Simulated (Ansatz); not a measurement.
```xyz
3

N     0.0000    0.3932   -0.3554
H     0.0000    1.1982    0.2123
O     0.0000   -0.4938    0.2845
```

Basis set: cc-pVDZ (spherical functions). Left uncorrelated: 2 orbitals. Charge 0, multiplicity 1.

Computed with Ansatz (development build ahead of 0.2.0); each method stands on the lowest determinant of its kind that the runs found. Restricted open shells among the atoms or ions are ROHF, correlated in semicanonical orbitals with singles.

Q: Give the atomization energy at this shape (free ground-state atoms in the same class of orbitals less the molecule, no zero-point energy) of singlet HNO by RHF-MP2, RHF.

A:

| method | atomization energy |
| --- | --- |
| RHF-MP2 | 6.96 eV |
| RHF | 2.96 eV |

Caution: no unrestricted run beside it, a lower state can exist; the shape is not the minimum.
